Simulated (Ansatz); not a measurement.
Basis sets compared for the cluster GaF3. The state is a singlet with charge 0. Geometry PBE-D4/def2-TZVP. Ansatz on 4 threads of Arm Neoverse V1 on a shared host; times are rough, and most runs start from earlier orbitals.

```
atom   x (Å)   y (Å)   z (Å)
 Ga1   0.000   0.000   0.000
  F2  -0.002   0.797   1.554
  F3   0.307  -1.716  -0.101
  F4  -0.305   0.919  -1.453
```

The 6-31G sets use Cartesian d functions. B3LYP takes the VWN-RPA correlation. The structure comes from a short search, and lower isomers may exist.

Binding counts from free atoms (Ga doublet, F doublet) in the same basis, without a counterpoise term.

```
                          level  functions  energy (Eh)  HOMO (eV)  LUMO (eV)  binding per atom (eV)  wall time
                       HF/6-31G         56   -2221.3100     -16.85       0.52                   2.26     0.25 s
                   HF/def2-TZVP        141   -2221.8275     -17.15       0.93                   2.51     0.55 s
                PBE-D4/def2-SVP         74   -2223.4418      -9.24      -3.40                   3.77      0.4 s
               PBE-D4/def2-TZVP        141   -2224.0708      -9.63      -3.58                   3.73     0.65 s
            r2SCAN-D4/def2-TZVP        141   -2224.5109     -10.14      -3.26                   3.66      1.5 s
                 B3LYP-D4/6-31G         56   -2224.1569     -11.00      -3.13                   3.44     0.55 s
             B3LYP-D4/def2-TZVP        141   -2224.6919     -11.44      -3.00                   3.54      0.9 s
               PBE0-D4/def2-SVP         74   -2223.4756     -11.46      -2.45                   3.56      0.6 s
PBE0-D4/def2-TZVP (with forces)        141   -2224.1022     -11.74      -2.56                   3.55      1.2 s
```

**Question.** Estimate the rows for PBE-D4/def2-TZVPD, r2SCAN-D4/def2-TZVPD, PBE0-D4/def2-TZVPD.

**Answer.** 
```json
{"level": "PBE-D4/def2-TZVPD", "functions": "174", "energy (Eh)": "-2224.0752", "HOMO (eV)": "-9.73", "LUMO (eV)": "-3.71", "binding per atom (eV)": "3.73", "wall time": "1.1 s"}
{"level": "r2SCAN-D4/def2-TZVPD", "functions": "174", "energy (Eh)": "-2224.5142", "HOMO (eV)": "-10.20", "LUMO (eV)": "-3.35", "binding per atom (eV)": "3.67", "wall time": "2.1 s"}
{"level": "PBE0-D4/def2-TZVPD", "functions": "174", "energy (Eh)": "-2224.1057", "HOMO (eV)": "-11.81", "LUMO (eV)": "-2.71", "binding per atom (eV)": "3.55", "wall time": "1.4 s"}
```
